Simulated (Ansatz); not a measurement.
Ansatz results at the PBE0-D4/def2-TZVP geometry: size of the dipole moment (PBE/def2-TZVPP) 0.60 D; size of the dipole moment (B3LYP/def2-TZVPP) 0.81 D; ideal-gas entropy at 298 K and 1 bar (rigid rotor, harmonic PBE0-D4/def2-TZVP) 293 J/(mol·K).

Each molecule was computed in one conformer, which needn't be the lowest.

Problem. Which molecule gave them?
A. `Cl[B]Cl`•
B. `[NH2][Al][OH]`•
C. `N#[C][Ge]([F])[Cl]`•
D. `C[B]Br`•

Solution. B. The others give `C[B]Br`•: 1.40, 1.40, 299; `N#[C][Ge]([F])[Cl]`•: 2.56, 2.74, 349; `Cl[B]Cl`•: 0.44, 0.32, 270.

B3LYP here is the variant with VWN-RPA as its local correlation; programs differ in this.
